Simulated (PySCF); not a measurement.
Calculation: PySCF 2.14.0 with PBE0-D3(BJ)/def2-TZVP. Isolated molecules, 0 K electronic values unless said otherwise. 

Reference species (SMILES): `C=[SiH][SiH3]` (neutral, multiplicity 1).

```
Property          Value
-------------  --------
LUMO           -1.53 eV
HOMO–LUMO gap   5.08 eV
```

Changed species: `[SiH2]1C[SiH2]1`.

Q: Predict the effect on the LUMO and HOMO–LUMO gap.

A: the LUMO increases by 1.39 eV, to -0.14 eV; the HOMO–LUMO gap goes up by 1.50 eV, to 6.58 eV.
